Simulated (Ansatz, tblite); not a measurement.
Cost and result up the ladder for Ta₃S₈ (11 atoms). Total charge 0; doublet. Geometry: PBE-D4/def2-SVP.

```csv
atom,x (Å),y (Å),z (Å)
Ta1,1.0312,-1.2356,0.0533
Ta2,-1.5309,-0.1391,-1.3300
Ta3,0.4872,1.6482,1.0842
S4,-1.5240,-1.6688,0.4754
S5,2.4371,0.7346,0.1331
S6,0.4176,-1.0534,-2.2823
S7,2.2741,-2.9925,0.3146
S8,-1.2483,2.1064,-0.5161
S9,-3.2686,-0.3972,-2.6223
S10,0.9338,3.3262,2.4033
S11,-0.0091,-0.3288,2.2869
```

Ansatz on 4 threads of Arm Neoverse V2 on a shared host; xTB runs through tblite on one thread. Times are rough, summed over both states, and most runs start from the orbitals of an earlier one. PBE0-D4/def2-SVP serves as the yardstick here, not as an exact answer. The other state is a quartet at its own geometry.

In the def2 sets Ta takes a core potential; there is no spin–orbit coupling. The xTB rows come from tblite.

Run but left out: MP2/def2-SVP (quartet: ⟨S²⟩ 3.92, where a pure state has 3.75).

xTB has no spin-polarisation term.

| level | functions | wall time | quartet − doublet (eV) | difference from PBE0-D4/def2-SVP (eV) |
| --- | --- | --- | --- | --- |
| GFN1-xTB | 99 | 0.065 s | 1.57 | 0.07 |
| GFN2-xTB | 99 | 0.11 s | -1.17 | -2.67 |
| PBE-D4/def2-SVP (with forces) | 240 | 39 s | 1.36 | -0.14 |
| BLYP-D4/def2-SVP | 240 | 39 s | 1.43 | -0.07 |
| PBE0-D4/def2-SVP | 240 | 65 s | 1.50 | 0.00 |
| r2SCAN-D4/def2-SVP | 240 | 1.9 min | 1.50 | 0.00 |
| B97M-V/def2-SVP | 240 | 2.7 min | 1.59 | 0.09 |
